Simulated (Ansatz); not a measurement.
## Relative stability

The two ends of one reaction step of ZnH$_{4}$OF$_{2}$, closed shell (PBE0-D4/def2-TZVP).

A:

```
8
angstrom
Zn -0.5253 -0.2507 0.7493
H 1.2354 -0.7668 -0.6005
O -0.0117 -1.7619 1.5013
H -0.3558 1.8063 -1.1675
F -1.1567 1.2769 0.1025
H 1.0703 -0.1294 -0.9743
F 0.2736 1.8708 -1.8677
H -0.5298 -2.0453 2.2570
```

B:

```xyz
8
angstrom
Zn 0.3886 -0.9283 0.3905
H 1.2653 -0.5386 -0.8296
O -0.2755 -1.7922 1.7942
H -0.6375 1.3999 -0.5340
F -1.0169 0.9674 0.2196
H 0.8746 0.7221 -1.5017
F 0.4326 1.5343 -1.7402
H -1.0312 -1.3648 2.2012
```

Ansatz 0.2.0; basis: def2-TZVPP; cores frozen in the correlated methods. The 3s and 3p shells of Cu and Zn are frozen; filled d shells are correlated. B3LYP uses VWN-RPA correlation.

(1) Which structure is lower at CCSD(T), and by how much? (Judge from chemistry; the value comes from the calculation.)

(2) Do the other methods give the same order? (Judge from chemistry; the calculation decides.)

No T1 diagnostic of these runs exceeds 0.016.

## Answers

(1) Computed: A, by 24.3 kJ/mol (electronic energy, against the other). By their contacts, A is a complex of ZnHOF ([OH][Zn][F]) + HF + H₂ and B is a complex of ZnH₂O ([OH][ZnH]) + HF + HF.

(2) By the calculation: Not all: SPW92 gives the other order.

| method | E(B) − E(A) (kJ/mol) |
| --- | --- |
| SPW92 | -8.1 |
| PBE-D4 | 12.1 |
| BLYP-D4 | 21.8 |
| r2SCAN-D4 | 19.7 |
| B97M-V | 13.9 |
| PBE0-D4 | 14.1 |
| B3LYP-D4 | 21.6 |
| r2SCAN0-D4 | 19.5 |
| BHLYP-D4 | 25.5 |
| CAM-B3LYP-D4 | 20.4 |
| wB97X-V | 24.0 |
| wB97M-V | 18.4 |
| B2PLYP | 25.6 |
| PBE-QIDH | 21.0 |
| RPA on PBE | 25.6 |
| HF | 40.2 |
| MP2 | 26.5 |
| CCSD | 26.2 |
| CCSD(T) | 24.3 |

Labels in which every atom is bracketed show which atoms are joined, not bond orders.

For scale, one of the runs: CCSD(T)/def2-TZVPP, 213 basis functions, launched by `ansatz run in.yaml --threads 8 --pin off --events-out ev --progress --plain --max-ram 19148MiB`. Hardware: 8 CPU threads of an Arm Neoverse V1, shared host. Wall time 54 s; peak host memory 3.3 GiB.
